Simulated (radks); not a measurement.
Results of a calculation; reference values are marked as such.
Task: These are the eigenvalues of the occupied orbitals of an atom or ion with whole-number occupations (eV). Code: a radial shooting solver on a logarithmic mesh with Libxc functionals. Model: Dirac Kohn-Sham, PBE, spin-unpolarised, spherical densities, finite nucleus; Fermi nuclear charge, rms radius of each element as measured or else 0.836 A^(1/3) + 0.57 fm.

1s1/2: -19819.09
2s1/2: -2804.142
2p1/2: -2580.180
2p3/2: -2473.617
3s1/2: -482.7657
3p1/2: -397.5352
3p3/2: -379.9918
3d3/2: -229.3403
3d5/2: -226.0192
4s1/2: -70.9648
4p1/2: -46.8579
4p3/2: -44.3863
4d3/2: -10.4742
4d5/2: -10.2600

Which element is it, and in what charge state? The configuration may be excited. Open shells, if any, fill j = l - 1/2 first.

Result: Z = 42, molybdenum, charge +1: Mo+ in [Kr] 4d5. The list shows which subshells hold electrons but not how many an open one holds; the 1s level, -728.34 hartree, gives Z - s = 38.2 by -(Z - s)^2/2, which with screening and relativity narrows Z to a few neighbours, and the depths of the outer levels then fix element, charge and occupations together.
